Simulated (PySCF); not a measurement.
Task: What does the GFN2-xTB structure of InChI=1S/C5H5F3O/c6-5(7,8)4-1-2-9-3-4/h3H,1-2H2 look like in three dimensions?

Result: 
```xyz
14
C5H5F3O angstrom
F      2.4276    1.0491   -0.4364
C      1.9170   -0.1524   -0.0977
F      2.4900   -1.0525   -0.9098
F      2.3819   -0.4036    1.1431
C      0.4399   -0.1836   -0.1662
C     -0.3262   -0.9734   -0.9198
O     -1.6413   -0.7812   -0.7692
C     -1.8370    0.2623    0.1976
C     -0.4411    0.7207    0.6619
H     -0.0351   -1.7339   -1.6223
H     -2.4018    1.0617   -0.2883
H     -2.4374   -0.1491    1.0126
H     -0.2825    0.5620    1.7301
H     -0.2546    1.7734    0.4424
```

Any rigid rotation of these coordinates is as good. Atoms count from 1 in this order. Of the pairs four or more bonds apart, F3···H10 is among the closest relative to their van der Waals radii: 2.71 Å, 102 % of the sum of Bondi's values. O7 (cyclic ether oxygen) is bent (angle 108.3°). The 5-membered ring C5–C6–O7–C8–C9 has internal angles of 100.7° to 114.6°; it is planar, 0.00 Å rms from its mean plane, widest ring torsion 0°. The 2 C–O bonds span 1.338 Å (C6–O7, drawn single) to 1.436 Å (O7–C8, drawn single), a spread of 0.098 Å.

Bonds between heavy atoms (Å): F1–C2 1.349, C2–F3 1.341, C2–F4 1.349, C2–C5 1.479, C5=C6 1.334, C6–O7 1.338, O7–C8 1.436, C8–C9 1.541, C5–C9 1.510.

Structure optimised with GFN2-xTB, isolated species.

Point group: Cs (every atom within 0.08 Å of its image). GFN2-xTB frequencies: not computed here.
